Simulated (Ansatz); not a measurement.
`[NH2][Al]([SH])[O][SiH3]` + `NC(O)(F)F` → `[NH2][Al]([OH])[SH]` + `NC(F)(F)O[SiH3]`  (formal exchange of groups at the Al–O bond)

Program: Ansatz. Geometries: PBE0-D4/def2-TZVP. ΔE: electronic, gas phase. CCSD(T)/CBS is the MP2 limit (def2-TZVPP, def2-QZVPP) plus CCSD(T) − MP2 in def2-TZVPP, frozen cores. Functionals use def2-TZVPP. B3LYP here is the variant with VWN-RPA as its local correlation; programs differ in this. One conformer a species, not always the lowest.

```
             level  ΔE (kJ/mol)  difference from CCSD(T)/CBS
            PBE-D4         26.2                         -1.6
         r2SCAN-D4         28.2                          0.4
           PBE0-D4         29.7                          1.9
          B3LYP-D4         28.2                          0.4
           ωB97X-V         27.0                         -0.8
           ωB97M-V         27.0                         -0.8
            B2PLYP         28.8                          1.0
               PBE         26.4                         -1.4
            r2SCAN         28.1                          0.3
              PBE0         29.7                          1.9
             B3LYP         28.6                          0.8
     HF/def2-TZVPP         37.3                          9.5
    MP2/def2-TZVPP         28.6                          0.8
SCS-MP2/def2-TZVPP         30.1                          2.3
   CCSD/def2-TZVPP         31.2                          3.4
CCSD(T)/def2-TZVPP         30.0                          2.2
     HF/def2-QZVPP         37.6                          9.8
    MP2/def2-QZVPP         27.4                         -0.4
SCS-MP2/def2-QZVPP         29.0                          1.2
      HF/CBS(def2)         37.6                          9.8
     MP2/CBS(def2)         26.4                         -1.4
    CCSD/CBS(def2)         29.1                          1.3
       CCSD(T)/CBS         27.8                            0
```

Largest T1 diagnostic among the species: 0.012.

From PBE to PBE0 (25 % exact exchange), in def2-TZVPP and without D4, ΔE moves by +3.3 kJ/mol. In def2-TZVPP, CCSD(T) changes the Hartree–Fock value by −7.3 kJ/mol (the triples alone add −1.2 kJ/mol) and MP2 by −8.7 kJ/mol.
